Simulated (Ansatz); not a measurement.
Ansatz (a program for electronic structure) input (B3LYP-D3(BJ)/def2-TZVP):

Ansatz 0.2 input:
```yaml
crystal:
  periodic: [false, false, false]
  atoms:
    - {symbol: V, position_ang: [0.00000000, 0.00000000, 0.00000000]}
    - {symbol: F, position_ang: [0.00000000, 0.00000000, 1.77951593]}
    - {symbol: F, position_ang: [-0.00000000, -0.00000000, -1.77951593]}
basis:
  gaussian:
    orbitals: def2-TZVP
hamiltonian:
  xc: b3lyp
  dispersion: d3bj
magnetization: {spin_polarized: true, initial_magnetization: 3}
phonons: {temperatures: {t_min: 298.15, t_max: 298.15, t_step: 100}}
```

Output:

```
Functional definition: B3LYP
integrals: 0.03 GiB planned
789 factors; their error is unknown
mean field: 0.43 GiB planned
mean field evaluation 1: about -31121.5662 eV, gradient 4.0e1 eV
mean field evaluation 2: about -31110.6202 eV, gradient 7.3e1 eV
mean field evaluation 4: about -31126.1392 eV, gradient 2.0e0 eV
mean field evaluation 8: about -31126.2431 eV, gradient 2.5e-1 eV
mean field evaluation 16: about -31126.3291 eV, gradient 8.0e-4 eV
mean field evaluation 32: about -31126.9163 eV, gradient 1.9e-5 eV
mean field -31126.91627394 eV, -1143.8930744858 hartree, gradient 1.4e-5 eV, S^2 3.759631; 4 other end points of the search recorded, 0 dependent functions left out
the calculation of the forces begins
reference -31126.91649550 eV, -1143.8930826280 hartree; 22, 19 occupied and 85, 88 virtual orbitals, 789 factors
these checks for a lower state are left out or cut short: stability, starts, cluster_reference, orbital_swaps, neighbouring_geometries, increment
integrals: 0.03 GiB planned
789 factors; their error is unknown
mean field: 0.43 GiB planned
mean field evaluation 64: about -31126.9163 eV, gradient 2.2e-4 eV
mean field -31126.91627412 eV, -1143.8930744924 hartree, gradient 2.3e-6 eV, S^2 3.759631; 0 other end points of the search recorded, 0 dependent functions left out
the calculation of the forces begins
reference -31126.91649568 eV, -1143.8930826346 hartree; 22, 19 occupied and 85, 88 virtual orbitals, 789 factors
these checks for a lower state are left out or cut short: stability, starts, cluster_reference, orbital_swaps, neighbouring_geometries, increment
integrals: 0.03 GiB planned
789 factors; their error is unknown
mean field: 0.42 GiB planned
mean field -31126.91627412 eV, -1143.8930744924 hartree, gradient 2.3e-6 eV, S^2 3.759631; 0 other end points of the search recorded, 0 dependent functions left out
the calculation of the forces begins
reference -31126.91649568 eV, -1143.8930826346 hartree; 22, 19 occupied and 85, 88 virtual orbitals, 789 factors
these checks for a lower state are left out or cut short: stability, starts, cluster_reference, orbital_swaps, neighbouring_geometries, increment
integrals: 0.03 GiB planned
789 factors; their error is unknown
mean field: 0.42 GiB planned
mean field -31126.91627412 eV, -1143.8930744924 hartree, gradient 2.3e-6 eV, S^2 3.759631; 0 other end points of the search recorded, 0 dependent functions left out
the calculation of the forces begins
reference -31126.91649568 eV, -1143.8930826346 hartree; 22, 19 occupied and 85, 88 virtual orbitals, 789 factors
these checks for a lower state are left out or cut short: stability, starts, cluster_reference, orbital_swaps, neighbouring_geometries, increment
integrals: 0.03 GiB planned
789 factors; their error is unknown
mean field: 0.43 GiB planned
mean field -31126.91627412 eV, -1143.8930744924 hartree, gradient 2.3e-6 eV, S^2 3.759631; 0 other end points of the search recorded, 0 dependent functions left out
the calculation of the forces begins
reference -31126.91649568 eV, -1143.8930826346 hartree; 22, 19 occupied and 85, 88 virtual orbitals, 789 factors
these checks for a lower state are left out or cut short: stability, starts, cluster_reference, orbital_swaps, neighbouring_geometries, increment
integrals: 0.03 GiB planned
789 factors; their error is unknown
mean field: 0.43 GiB planned
mean field -31126.91612767 eV, -1143.8930691104 hartree, gradient 1.3e-6 eV, S^2 3.759631; 0 other end points of the search recorded, 0 dependent functions left out
the calculation of the forces begins
reference -31126.91634923 eV, -1143.8930772526 hartree; 22, 19 occupied and 85, 88 virtual orbitals, 789 factors
these checks for a lower state are left out or cut short: stability, starts, cluster_reference, orbital_swaps, neighbouring_geometries, increment
integrals: 0.03 GiB planned
789 factors; their error is unknown
mean field: 0.43 GiB planned
mean field evaluation 96: about -31126.8341 eV, gradient 1.3e-1 eV
mean field -31126.91612767 eV, -1143.8930691104 hartree, gradient 1.3e-6 eV, S^2 3.759631; 0 other end points of the search recorded, 0 dependent functions left out
the calculation of the forces begins
reference -31126.91634923 eV, -1143.8930772526 hartree; 22, 19 occupied and 85, 88 virtual orbitals, 789 factors
these checks for a lower state are left out or cut short: stability, starts, cluster_reference, orbital_swaps, neighbouring_geometries, increment
integrals: 0.03 GiB planned
789 factors; their error is unknown
mean field: 0.42 GiB planned
mean field -31126.91627399 eV, -1143.8930744876 hartree, gradient 1.4e-6 eV, S^2 3.759631; 0 other end points of the search recorded, 0 dependent functions left out
the calculation of the forces begins
reference -31126.91649555 eV, -1143.8930826298 hartree; 22, 19 occupied and 85, 88 virtual orbitals, 789 factors
these checks for a lower state are left out or cut short: stability, starts, cluster_reference, orbital_swaps, neighbouring_geometries, increment
integrals: 0.03 GiB planned
789 factors; their error is unknown
mean field: 0.43 GiB planned
mean field -31126.91627399 eV, -1143.8930744876 hartree, gradient 1.4e-6 eV, S^2 3.759631; 0 other end points of the search recorded, 0 dependent functions left out
the calculation of the forces begins
reference -31126.91649555 eV, -1143.8930826298 hartree; 22, 19 occupied and 85, 88 virtual orbitals, 789 factors
these checks for a lower state are left out or cut short: stability, starts, cluster_reference, orbital_swaps, neighbouring_geometries, increment
integrals: 0.03 GiB planned
789 factors; their error is unknown
mean field: 0.43 GiB planned
mean field -31126.91627399 eV, -1143.8930744876 hartree, gradient 1.4e-6 eV, S^2 3.759631; 0 other end points of the search recorded, 0 dependent functions left out
the calculation of the forces begins
reference -31126.91649555 eV, -1143.8930826298 hartree; 22, 19 occupied and 85, 88 virtual orbitals, 789 factors
these checks for a lower state are left out or cut short: stability, starts, cluster_reference, orbital_swaps, neighbouring_geometries, increment
integrals: 0.03 GiB planned
789 factors; their error is unknown
mean field: 0.42 GiB planned
mean field evaluation 128: about -31126.9163 eV, gradient 2.1e-6 eV
mean field -31126.91627399 eV, -1143.8930744876 hartree, gradient 1.4e-6 eV, S^2 3.759631; 0 other end points of the search recorded, 0 dependent functions left out
the calculation of the forces begins
reference -31126.91649555 eV, -1143.8930826298 hartree; 22, 19 occupied and 85, 88 virtual orbitals, 789 factors
these checks for a lower state are left out or cut short: stability, starts, cluster_reference, orbital_swaps, neighbouring_geometries, increment
integrals: 0.03 GiB planned
789 factors; their error is unknown
mean field: 0.43 GiB planned
mean field -31126.91621030 eV, -1143.8930721468 hartree, gradient 8.8e-7 eV, S^2 3.759645; 0 other end points of the search recorded, 0 dependent functions left out
the calculation of the forces begins
reference -31126.91643187 eV, -1143.8930802896 hartree; 22, 19 occupied and 85, 88 virtual orbitals, 789 factors
these checks for a lower state are left out or cut short: stability, starts, cluster_reference, orbital_swaps, neighbouring_geometries, increment
integrals: 0.03 GiB planned
789 factors; their error is unknown
mean field: 0.43 GiB planned
mean field -31126.91618386 eV, -1143.8930711753 hartree, gradient 1.4e-6 eV, S^2 3.759617; 0 other end points of the search recorded, 0 dependent functions left out
the calculation of the forces begins
reference -31126.91640540 eV, -1143.8930793169 hartree; 22, 19 occupied and 85, 88 virtual orbitals, 789 factors
WARN: phonons: modes at or below zero, which the zero-point energy, F, S and C_V leave out: 2, the lowest at -26.53 cm⁻¹ …
Total energy: -31126.96393417 eV, -1143.8948259669 hartree
Atom 0 at     0.000000     0.000000     0.000000 Å, force     0.000000     0.000000    -0.000000 eV/Å
Atom 1 at     0.000000     0.000000     1.779516 Å, force    -0.000000    -0.000000     0.001461 eV/Å
Atom 2 at    -0.000000    -0.000000    -1.779516 Å, force    -0.000000    -0.000000    -0.001461 eV/Å
Dipole moment:     0.000000    -0.000000    -0.000000 e Å
Vibrations: -26.53 -26.53 607.53 764.79 cm⁻¹, zero-point energy 0.085073 eV
```

The spin state was set by rule; other spins were not relaxed.
